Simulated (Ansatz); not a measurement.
The same path of CH2AlFOS (7 atoms, charge 0, multiplicity 1) was run twice with different band settings. The coordinate that changes most is the dihedral F1–C2–S3–H6.

Level of theory: RKS LDA/def2-SVP (Ansatz 0.2.0).

Relaxed end points:

```xyz
7
Properties=species:S:1:pos:R:3
F 0.085 -1.690 0.508
C -0.128 -0.384 0.239
S -0.540 0.518 1.750
O -1.061 -0.175 -0.743
Al 0.468 0.444 -1.404
H 0.566 0.097 2.432
H 0.671 1.121 -2.828
```

```xyz
7
Properties=species:S:1:pos:R:3
F 0.175 -1.758 0.438
C 0.161 -0.426 0.233
S 0.511 0.476 1.741
O -0.981 -0.042 -0.468
Al 0.383 0.458 -1.457
H -0.660 0.135 2.375
H 0.472 1.089 -2.908
```

Common settings: movable images 7; climbing image yes; spring 5.0 eV/Å²; optimiser quadratic models (default); start path through a guess of the saddle point; iteration limit 60; end points relaxed.

| run | force threshold |
| --- | --- |
| 1 | 0.03 eV/Å |
| 2 | 0.5 eV/Å |

Question: What does each run give, and how far can it be trusted?

Answer: Run 1: converged after 12 iterations, highest image 0.125 eV above the first end. A vibrational analysis at the climbing image gives one clearly imaginary mode, 220i cm⁻¹: a first-order saddle point.
Run 2: converged after 7 iterations, highest image 0.119 eV above the first end. The threshold of 0.5 eV/Å is loose, so the images may lie well off the minimum-energy path. The order of the stationary point at the top wasn't checked.
